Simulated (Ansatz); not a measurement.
`[SiH3]OC[SiH2]S` + `BF` → `FB[SiH2]S` + `CO[SiH3]`  (formal exchange of groups at the Si–C bond)

Program: Ansatz. Geometries: PBE0-D4/def2-TZVP. ΔE: electronic, gas phase. CCSD(T)/CBS adds triple-zeta CCSD(T) − MP2 to the extrapolated MP2 energy (def2 sets, frozen cores). This one scheme is used for every species. Functionals use def2-TZVPP. One conformer a species, not always the lowest.

`[SiH3]OC[SiH2]S`:

```xyz
13

Si   -2.046    0.287   -0.971
O    -0.746   -0.144   -0.054
C     0.582    0.027   -0.534
Si    1.759   -0.544    0.827
S     1.407    0.581    2.604
H    -2.071   -0.494   -2.239
H    -1.982    1.734   -1.315
H    -3.246   -0.005   -0.155
H     0.778    1.078   -0.782
H     0.747   -0.563   -1.447
H     3.168   -0.278    0.438
H     1.561   -1.999    1.048
H     0.088    0.318    2.580
```

`BF`:

Cartesian coordinates in Å:
```
B 0.035 -0.004 -0.035
F -0.885 0.094 0.901
H 0.381 -1.101 -0.366
H 0.470 1.011 -0.500
```

`FB[SiH2]S`:

```xyz
8

F    -1.802    0.856    1.031
B    -1.289    0.475   -0.128
Si    0.316   -0.767   -0.162
S     2.008    0.565   -0.166
H    -1.760    0.974   -1.115
H     0.386   -1.730    0.971
H     0.434   -1.502   -1.446
H     1.707    1.130    1.015
```

`CO[SiH3]`:

Z-matrix (Å, degrees):
```
C
O 1 1.408
H 1 1.091 2 108.3
H 1 1.096 2 111.5 3 119.2
H 1 1.096 2 111.5 3 -119.2
Si 2 1.642 1 122.4 3 -179.7
H 6 1.481 2 106.5 1 179.8
H 6 1.490 2 110.9 1 59.7
H 6 1.490 2 110.9 1 -60.1
```

| level | ΔE (eV) |
| --- | --- |
| PBE-D4 | 0.07 |
| CCSD/def2-TZVPP | 0.18 |

Problem. What does CCSD(T)/CBS give? (An estimate is asked.)

Solution. Computed: +0.19 eV. The listed levels differ from it by -0.12, -0.01 eV.

Largest T1 diagnostic among the species: 0.014.

From BLYP to BHLYP (50 % exact exchange), in def2-TZVPP and without D4, ΔE moves by +0.09 eV. Leaving LDA and LC-ωPBE aside and taking each functional with its dispersion term where it has one, the values, not all of them listed here, spread over 0.15 eV, from PBE-D4 to ωB97M-V. LDA lies +0.06 eV from PBE without D4.
